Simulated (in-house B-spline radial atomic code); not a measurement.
How numerical settings move a run on K+, [Ne] 3s2 3p6. Computed with a B-spline radial code for spherical atoms: Dirac-Hartree-Fock, average of configuration, Fermi nucleus of rms radius 3.4349 fm.

Command:
```bash
python run_scf.py task.json out
```
Settings of the sound reference run:
```
Z                19
electrons        18
configuration    [Ne] 3s2 3p6
hamiltonian      dirac
method           hf
spin_polarised   False
nucleus          fermi
rms_radius       3.4349
mass_number      39
atomic_mass      38.96371
speed_of_light   137.036
knot_spacing     0.22
spline_order     8
gauss_points     12
box_radius       35.29
max_iterations   70
damping          0.5
damped_steps     3
diis_vectors     10
tolerance        1e-08
start            Thomas-Fermi
```

Run time, properties included: 1.2 s on 1 thread of Arm Neoverse N1 (shared host).

It converges in 9 iterations to -601.378186 hartree, with 3p3/2 at -31.7405 eV. The other runs change the listed settings, some to values that make no sense; their results aren't properties of the atom or ion. Radii are in bohr (the nuclear one in fm), a minus after a letter asks for a j subshell, and «unchanged» means within 1e-8 hartree. The run stops when the residual is below 10 × tolerance × max(1, Z/10), or a noise floor if that is larger, and the energy moves by less than 1e-8 × √|E| hartree; so very loose and very tight tolerances often act alike.

```tsv
changed settings	outcome
method = revtpss,revtpss	stopped with error: meta-GGAs are not served with the Dirac Hamiltonian
electrons = 26, configuration = [Ne] 3s2 3p6 5s2 5p6, max_iterations = 60	not converged after 60 iterations, last residual 2.2e-03
knot_spacing = 0.15	converged in 9 iterations, energy unchanged
spline_order = 7, box_radius = 141.16, max_iterations = 75, damping = 0.2, diis_vectors = 2	converged in 9 iterations, energy +1.27e-08 hartree from the reference, 3p3/2 level -3.4e-06 eV
knot_spacing = 1	converged in 10 iterations, energy +1.82e+00 hartree from the reference, 3p3/2 level -5.2e-01 eV (the program warns: 2s1/2 reaches the box edge; 3s1/2 reaches the box edge)
knot_spacing = 0.75	converged in 10 iterations, energy +2.27e-01 hartree from the reference, 3p3/2 level -8.4e-02 eV
knot_spacing = 1.4	converged in 10 iterations, energy +3.29e+00 hartree from the reference, 3p3/2 level -8.9e-01 eV (the program warns: 3s1/2 reaches the box edge)
damped_steps = 1	converged in 8 iterations, energy unchanged, 3p3/2 level -7.1e-07 eV
knot_spacing = 0.1, box_radius = 3.53, first_knot = 0.0526, max_iterations = 60, damping = 0.8	converged in 9 iterations, energy +1.73e-01 hartree from the reference, 3p3/2 level +1.7e+00 eV (the program warns: 3p3/2 reaches the box edge; 3s1/2 reaches the box edge)
knot_spacing = 0.55	converged in 10 iterations, energy +1.11e-02 hartree from the reference, 3p3/2 level -3.4e-03 eV
max_iterations = 60, damping = 0, tolerance = 0.001, start = bare nucleus	converged in 9 iterations, energy unchanged, 3p3/2 level +6.5e-05 eV
knot_spacing = 1, max_iterations = 2, damping = 0.95, diis_vectors = 4	not converged after 2 iterations, last residual 3.4e-01, last energy +2.14e+00 hartree from the reference
gauss_points = 8, box_radius = 10.59, max_iterations = 75, tolerance = 1e-10, start = bare nucleus	converged in 10 iterations, energy unchanged, 3p3/2 level -1.4e-06 eV
knot_spacing = 2	converged in 9 iterations, energy +5.25e+01 hartree from the reference, 3p3/2 level -3.3e+00 eV (the program warns: 3p3/2 reaches the box edge; 1s1/2 reaches the box edge)
```

(1) What happens with electrons = 19, configuration = [Ne] 3s2 3p6 4s-1, max_iterations = 75?

(2) What happens with damped_steps = 30?

(3) What happens with knot_spacing = 0.3?

(4) What happens with damped_steps = 0?

Results:

(1) Stopped with error: j subshells need the Dirac Hamiltonian and l > 0.

(2) Converged in 23 iterations, energy unchanged, 3p3/2 level -4.6e-06 eV.

(3) Converged in 10 iterations, energy +3.27e-07 hartree from the reference, 3p3/2 level -7.5e-07 eV.

(4) Converged in 8 iterations, energy unchanged.
